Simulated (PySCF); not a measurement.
**Basis and Hamiltonian dependence of the electron affinity of Br**

Br⁻ [Kr] (1S) → Br [Ar] 3d10 4s2 4p5 (2P). All values are computed (PySCF 2.14, energy differences of UHF-based or UKS calculations, no spin-orbit coupling). Values in eV.

```tsv
basis	Hamiltonian	functions	UHF	r2SCAN	PBE0	MP2 (valence)	CCSD(T) (valence)	CCSD(T) (valence and next inner shell)
aug-cc-pwCVDZ-PP with ECP10MDF	ECP	48	2.417	3.522	3.453	3.334	3.254	3.256
aug-cc-pVTZ-PP with ECP10MDF	ECP	55	2.342	3.456	3.395	3.403	3.334	n/a
def2-TZVPPD	non-relativistic	57	2.409	3.525	3.460	3.405	3.332	3.342
x2c-TZVPPall with one added diffuse shell each of s, p, d type	spin-free X2C	57	2.356	3.478	3.413	3.366	n/a	3.308
aug-cc-pVTZ-DK	spin-free X2C	59	2.345	3.471	3.408	3.404	3.336	n/a
aug-cc-pVQZ-PP with ECP10MDF	ECP	89	2.337	3.452	3.394	3.493	3.439	n/a
dyall-av2z	non-relativistic	92	2.498	3.597	3.534	3.396	3.313	n/a
aug-cc-pVQZ-DK	spin-free X2C	93	2.339	3.462	3.403	3.493	3.440	n/a
aug-cc-pwCVTZ-PP with ECP10MDF	ECP	96	2.335	3.450	3.391	3.401	3.332	n/a
dyall-ae2z	non-relativistic	97	1.901	n/a	n/a	2.478	2.378	n/a
def2-QZVPPD	non-relativistic	98	2.391	3.505	3.447	3.496	3.440	n/a
x2c-QZVPPall with one added diffuse shell each of s, p, d, f type	spin-free X2C	113	2.337	3.459	3.401	3.466	n/a	n/a
aug-cc-pVQZ-PP with one added diffuse shell each of s, p, d, f, g type with ECP10MDF	ECP	114	2.337	3.453	3.394	3.496	n/a	n/a
aug-cc-pV5Z-PP with ECP10MDF	ECP	136	2.335	3.449	3.392	3.530	n/a	n/a
```

Extrapolation of CCSD(T) (valence) from aug-cc-pVTZ-PP with ECP10MDF and aug-cc-pVQZ-PP with ECP10MDF: the correlation parts are 0.992 and 1.102 eV; with the X⁻³ form and unrounded values, (4³ × 1.102 − 3³ × 0.992)/(4³ − 3³) = 1.183 eV, and adding the Hartree-Fock value 2.337 eV of the larger basis gives 3.520 eV.

Extrapolation of CCSD(T) (valence) from aug-cc-pVTZ-DK and aug-cc-pVQZ-DK: the correlation parts are 0.991 and 1.101 eV; with the X⁻³ form and unrounded values, (4³ × 1.101 − 3³ × 0.991)/(4³ − 3³) = 1.181 eV, and adding the Hartree-Fock value 2.339 eV of the larger basis gives 3.520 eV.

Frozen in the all-electron rows: valence: [Ar] 3d10; valence and next inner shell: [Ne]; with a core potential, the same shells as far as they lie outside it.

At UHF, dyall-ae2z lies more than 0.3 eV from the median of the rows with comparable relativity. Of these, dyall-ae2z has no diffuse functions of the l that the added or promoted electron needs.

Non-relativistic rows lack the scalar-relativistic shift.

Between the lowest levels the reference is 3.364 eV (measured; photodetachment measurements, as compiled on the Wikipedia data page of electron affinities); it includes spin-orbit coupling, which these numbers lack.
